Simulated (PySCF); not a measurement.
PySCF input (BP86/def2-TZVPD):

```python
from pyscf import gto, scf, dft

mol = gto.M(
    atom='''
    In   -0.00000000   -0.00000000   -2.01938987
    O     0.00000000    0.00000000    0.00000000
    In    0.00000000    0.00000000    2.01938987
    ''',
    basis='def2-tzvpd',
    ecp='def2-tzvp',
    charge=1,
    spin=1,
    symmetry='D2h',
    verbose=4,
)

mf = dft.UKS(mol, xc='bp86').density_fit(auxbasis='def2-universal-jkfit')
mf.grids.level = 3
mf.conv_tol = 1e-9
mf.max_cycle = 100
mf.max_memory = 1500
mf.kernel()
if not mf.converged:
    mf = mf.newton()
    mf.kernel(mf.make_rdm1())
mf.analyze()
```

Output:

```
ECP def2-tzvp not found for  O
PySCF version 2.14.0

[INPUT] verbose = 4
[INPUT] num. atoms = 3
[INPUT] num. electrons = 49
[INPUT] charge = 1
[INPUT] spin (= nelec alpha-beta = 2S) = 1
[INPUT] symmetry D2h subgroup None
[INPUT] Mole.unit = angstrom
[INPUT] Symbol           X                Y                Z      unit          X                Y                Z       unit  Magmom
[INPUT]  1 In     0.000000000000   0.000000000000  -2.019389870000 AA    0.000000000000   0.000000000000  -3.816093793021 Bohr   0.0
[INPUT]  2 O      0.000000000000   0.000000000000   0.000000000000 AA    0.000000000000   0.000000000000   0.000000000000 Bohr   0.0
[INPUT]  3 In     0.000000000000   0.000000000000   2.019389870000 AA    0.000000000000   0.000000000000   3.816093793021 Bohr   0.0

nuclear repulsion = 145.82974900086
point group symmetry = Dooh, use subgroup D2h
symmetry origin: [0. 0. 0.]
symmetry axis x: [1. 0. 0.]
symmetry axis y: [0. 1. 0.]
symmetry axis z: [0. 0. 1.]
num. orbitals of irrep Ag = 36
num. orbitals of irrep B1g = 9
num. orbitals of irrep B2g = 16
num. orbitals of irrep B3g = 16
num. orbitals of irrep Au = 7
num. orbitals of irrep B1u = 30
num. orbitals of irrep B2u = 19
num. orbitals of irrep B3u = 19
number of shells = 50
number of NR pGTOs = 249
number of NR cGTOs = 152
basis = def2-tzvpd
ecp = def2-tzvp

******** <class 'pyscf.df.df_jk.DFSymAdaptedUKS'> ********
method = DFSymAdaptedUKS
initial guess = minao
damping factor = 0
level_shift factor = 0
DIIS = <class 'pyscf.scf.diis.CDIIS'>
diis_start_cycle = 1
diis_space = 8
diis_damp = 0
SCF conv_tol = 1e-09
SCF conv_tol_grad = None
SCF max_cycles = 100
direct_scf = False
number electrons alpha = 25  beta = 24
XC library pyscf.dft.libxc version 7.1.2
    S. Lehtola, C. Steigemann, M. J. T. Oliveira, and M. A. L. Marques,  SoftwareX 7, 1–5 (2018)
XC functionals = bp86
    A. D. Becke,  Phys. Rev. A 38, 3098 (1988)
    J. P. Perdew,  Phys. Rev. B 33, 8822 (1986)
    J. P. Perdew,  Phys. Rev. B 34, 7406–7406 (1986)
radial grids:
    Treutler-Ahlrichs [JCP 102, 346 (1995); DOI:10.1063/1.469408] (M4) radial grids

becke partition: Becke, JCP 88, 2547 (1988); DOI:10.1063/1.454033
pruning grids: <function nwchem_prune>
[...]
beta  HOMO (B3u) = -0.428113411566396  LUMO (B1u) = -0.375910468272874
  HOMO = -0.405169466397  LUMO = -0.375910468273  gap/eV = 0.79618
Extra cycle  E= -455.575408806471  delta_E= 3.41e-12  |g|= 2.02e-06  |ddm|= 3.81e-06
converged SCF energy = -455.575408806471  <S^2> = 0.7539362  2S+1 = 2.0039323
**** SCF Summaries ****
Total Energy =                        -455.575408806470705
Nuclear Repulsion Energy =             145.829749000860375
One-electron Energy =                -1055.860075797520039
Two-electron Energy =                  454.454917990188960
Two-electron Coulomb Energy =          496.469594658550989
DFT Exchange-Correlation Energy =      -42.014676668362000
HOMO-LUMO gap [eV] =                     0.796177892523620
Wave-function symmetry = B1u
alpha occupancy for each irrep:     Ag  B1g  B2g  B3g   Au  B1u  B2u  B3u
                                     7    1    2    2    1    6    3    3
beta  occupancy for each irrep:     Ag  B1g  B2g  B3g   Au  B1u  B2u  B3u
                                     7    1    2    2    1    5    3    3
**** MO energy ****
alpha MO #1 (Ag #1), energy= -18.9388367875624 occ= 1
alpha MO #2 (B1u #1), energy= -4.66914327852942 occ= 1
alpha MO #3 (Ag #2), energy= -4.66914097678184 occ= 1
alpha MO #4 (B2g #1), energy= -3.11050376069295 occ= 1
alpha MO #5 (B3g #1), energy= -3.11050376075433 occ= 1
alpha MO #6 (B2u #1), energy= -3.11050365148271 occ= 1
alpha MO #7 (B3u #1), energy= -3.11050365142133 occ= 1
alpha MO #8 (Ag #3), energy= -3.10464625586429 occ= 1
alpha MO #9 (B1u #2), energy= -3.10463445782501 occ= 1
alpha MO #10 (Ag #4), energy= -1.01849028045836 occ= 1
alpha MO #11 (B1u #3), energy= -0.880941055642316 occ= 1
alpha MO #12 (Ag #5), energy= -0.874586861499733 occ= 1
alpha MO #13 (B1g #1), energy= -0.874586706576017 occ= 1
alpha MO #14 (B1u #4), energy= -0.874555991802221 occ= 1
alpha MO #15 (Au #1), energy= -0.874555836848687 occ= 1
alpha MO #16 (B2u #2), energy= -0.871179380010157 occ= 1
alpha MO #17 (B3u #2), energy= -0.871179380083172 occ= 1
alpha MO #18 (B2g #2), energy= -0.869961912690777 occ= 1
alpha MO #19 (B3g #2), energy= -0.869961912621133 occ= 1
alpha MO #20 (Ag #6), energy= -0.847263664885336 occ= 1
alpha MO #21 (B1u #5), energy= -0.571477177275769 occ= 1
alpha MO #22 (Ag #7), energy= -0.461931413495925 occ= 1
alpha MO #23 (B3u #3), energy= -0.435349902573112 occ= 1
alpha MO #24 (B2u #3), energy= -0.435349901703497 occ= 1
alpha MO #25 (B1u #6), energy= -0.405169466397352 occ= 1
alpha MO #26 (B2g #3), energy= -0.247686427224376 occ= 0
alpha MO #27 (B3g #3), energy= -0.247686426736401 occ= 0
alpha MO #28 (B2u #4), energy= -0.23424019468486 occ= 0
alpha MO #29 (B3u #4), energy= -0.234240195219101 occ= 0
alpha MO #30 (Ag #8), energy= -0.188921037520391 occ= 0
alpha MO #31 (B1u #7), energy= -0.127391037809801 occ= 0
alpha MO #32 (Ag #9), energy= -0.110928808173266 occ= 0
alpha MO #33 (B1u #8), energy= -0.0848091145082366 occ= 0
alpha MO #34 (B1g #2), energy= -0.0749977175543821 occ= 0
alpha MO #35 (Ag #10), energy= -0.0749974976235954 occ= 0
alpha MO #36 (B2u #5), energy= -0.0623078082601682 occ= 0
alpha MO #37 (B3u #5), energy= -0.062307808214054 occ= 0
alpha MO #38 (B2g #4), energy= -0.048026764237159 occ= 0
alpha MO #39 (B3g #4), energy= -0.0480267642174823 occ= 0
alpha MO #40 (B1u #9), energy= -0.0450782050525476 occ= 0
alpha MO #41 (Au #2), energy= -0.0450774095625421 occ= 0
alpha MO #42 (B2u #6), energy= -0.0444997781407777 occ= 0
alpha MO #43 (B3u #6), energy= -0.0444997781896328 occ= 0
alpha MO #44 (Ag #11), energy= -0.0355116122640666 occ= 0
alpha MO #45 (B1u #10), energy= -0.0224392731750136 occ= 0
alpha MO #46 (Ag #12), energy= -0.00540921763938229 occ= 0
alpha MO #47 (B1u #11), energy= 0.0164671804177452 occ= 0
alpha MO #48 (B2g #5), energy= 0.0181124902505965 occ= 0
alpha MO #49 (B3g #5), energy= 0.0181124902083716 occ= 0
alpha MO #50 (B2u #7), energy= 0.0541586104385079 occ= 0
alpha MO #51 (B3u #7), energy= 0.0541586105158554 occ= 0
alpha MO #52 (B1g #3), energy= 0.0717190564748333 occ= 0
alpha MO #53 (Ag #13), energy= 0.0717195855633722 occ= 0
alpha MO #54 (Ag #14), energy= 0.086713340184173 occ= 0
alpha MO #55 (B1u #12), energy= 0.0912095491275249 occ= 0
alpha MO #56 (Au #3), energy= 0.091210390551936 occ= 0
alpha MO #57 (B2g #6), energy= 0.0963832296401241 occ= 0
alpha MO #58 (B3g #6), energy= 0.0963832297354337 occ= 0
alpha MO #59 (Ag #15), energy= 0.118150116133279 occ= 0
alpha MO #60 (B1u #13), energy= 0.133682132170316 occ= 0
alpha MO #61 (B3u #8), energy= 0.164853136496821 occ= 0
alpha MO #62 (B2u #8), energy= 0.16485313660262 occ= 0
alpha MO #63 (B1u #14), energy= 0.170597858581362 occ= 0
alpha MO #64 (Ag #16), energy= 0.195132482500029 occ= 0
alpha MO #65 (B1g #4), energy= 0.211421666745051 occ= 0
alpha MO #66 (Ag #17), energy= 0.211421746537435 occ= 0
alpha MO #67 (B1u #15), energy= 0.26988240313565 occ= 0
alpha MO #68 (B2g #7), energy= 0.327918331941182 occ= 0
alpha MO #69 (B3g #7), energy= 0.327918331982147 occ= 0
alpha MO #70 (B2u #9), energy= 0.371010248700354 occ= 0
alpha MO #71 (B3u #9), energy= 0.371010248574614 occ= 0
alpha MO #72 (B2g #8), energy= 0.41610994218415 occ= 0
alpha MO #73 (B3g #8), energy= 0.416109942382262 occ= 0
alpha MO #74 (Ag #18), energy= 0.458690180665148 occ= 0
alpha MO #75 (B2u #10), energy= 0.481224590437758 occ= 0
alpha MO #76 (B3u #10), energy= 0.481224590222471 occ= 0
alpha MO #77 (B2u #11), energy= 0.485930894129534 occ= 0
alpha MO #78 (B3u #11), energy= 0.485930894129538 occ= 0
alpha MO #79 (B2g #9), energy= 0.487429746160843 occ= 0
alpha MO #80 (B3g #9), energy= 0.487429746160844 occ= 0
alpha MO #81 (Au #4), energy= 0.496113390909952 occ= 0
alpha MO #82 (B1u #16), energy= 0.496113463026364 occ= 0
alpha MO #83 (B1u #17), energy= 0.520391240199503 occ= 0
alpha MO #84 (Ag #19), energy= 0.603392163074997 occ= 0
alpha MO #85 (B1g #5), energy= 0.657599756742221 occ= 0
alpha MO #86 (Ag #20), energy= 0.657599877578825 occ= 0
alpha MO #87 (B2g #10), energy= 0.700255605717406 occ= 0
alpha MO #88 (B3g #10), energy= 0.700255605999035 occ= 0
alpha MO #89 (B1u #18), energy= 0.702442785607884 occ= 0
alpha MO #90 (Ag #21), energy= 0.745011251204524 occ= 0
alpha MO #91 (B1g #6), energy= 0.795436942967978 occ= 0
alpha MO #92 (Ag #22), energy= 0.795437430038518 occ= 0
alpha MO #93 (B2u #12), energy= 0.806184789776041 occ= 0
alpha MO #94 (B3u #12), energy= 0.806184789556991 occ= 0
alpha MO #95 (Au #5), energy= 0.812463849245208 occ= 0
alpha MO #96 (B1u #19), energy= 0.812464040391236 occ= 0
alpha MO #97 (B2u #13), energy= 0.853486295119319 occ= 0
alpha MO #98 (B3u #13), energy= 0.853486294874926 occ= 0
alpha MO #99 (B1u #20), energy= 0.856502799788972 occ= 0
alpha MO #100 (Ag #23), energy= 0.895566322993187 occ= 0
alpha MO #101 (B2g #11), energy= 1.13321872749054 occ= 0
alpha MO #102 (B3g #11), energy= 1.13321872750357 occ= 0
[...]
```
